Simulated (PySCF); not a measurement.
PySCF input:

```python
from pyscf import gto, scf, dft

mol = gto.M(
    atom='''
    Si    0.03859905   -0.00612302    0.01719722
    F    -0.14516355   -0.73927887    1.42917842
    N     1.55601117   -0.58184171   -0.59796249
    N    -0.02434200    1.69298845    0.11230577
    N    -1.27170001   -0.54986584   -0.92761009
    H     2.02172364    0.03653493   -1.26409104
    H    -0.82239411    2.15804930    0.51783253
    H     0.81631946    2.23404156    0.23602177
    H    -1.49554031   -0.10764501   -1.80405593
    H    -1.57380778   -1.51071501   -0.89620642
    ''',
    basis='def2-tzvpd',
    charge=0,
    spin=1,
    verbose=4,
)

mf = dft.UKS(mol, xc='tpssh').density_fit(auxbasis='def2-universal-jkfit')
mf.grids.level = 3
mf.conv_tol = 1e-9
mf.max_cycle = 100
mf.max_memory = 1500
mf.kernel()
if not mf.converged:
    mf = mf.newton()
    mf.kernel(mf.make_rdm1())
for _ in range(2):
    mo, _, stable, _ = mf.stability(return_status=True)
    if stable:
        break
    mf.kernel(mf.make_rdm1(mo, mf.mo_occ))
mf.analyze()
```

Predict the final energy.

-556.84368 Eh (TPSSh/def2-TZVPD).

It need not be the lowest isomer of its formula.
